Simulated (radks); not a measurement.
The numbers below are computed, except where a source is named.
Task: Coherent X-ray form factor from a spherical all-electron density. Code: a radial shooting solver on a logarithmic mesh with Libxc functionals. Model: scalar-relativistic Kohn-Sham, LDA (Slater exchange, VWN5 correlation), spin-polarised, spherical densities, finite nucleus; Fermi nuclear charge, rms radius of each element as measured or else 0.836 A^(1/3) + 0.57 fm.

| sin(theta)/lambda (1/angstrom) | f0 (electrons) |
|---|---|
| 0.05 | 41.925 |
| 0.1 | 41.702 |
| 0.15 | 41.335 |
| 0.2 | 40.829 |
| 0.25 | 40.196 |
| 0.3 | 39.444 |
| 0.4 | 37.639 |
| 0.5 | 35.530 |
| 0.6 | 33.239 |
| 0.8 | 28.571 |
| 1 | 24.363 |
| 1.25 | 20.251 |
| 1.5 | 17.355 |
| 2 | 13.572 |

The species is in the configuration that NIST lists as its ground one. Which atom or ion scatters so?

Result: The hafnium ion Hf30+, [Kr] 4d6. Extrapolating in s^2 from the first two rows gives f0(0) = 42.0, near the electron count 42; among species with that count, the fall with angle is slower the higher Z, and the table is that of Z = 72; from so few rows the species is fixed only to a neighbour or two.
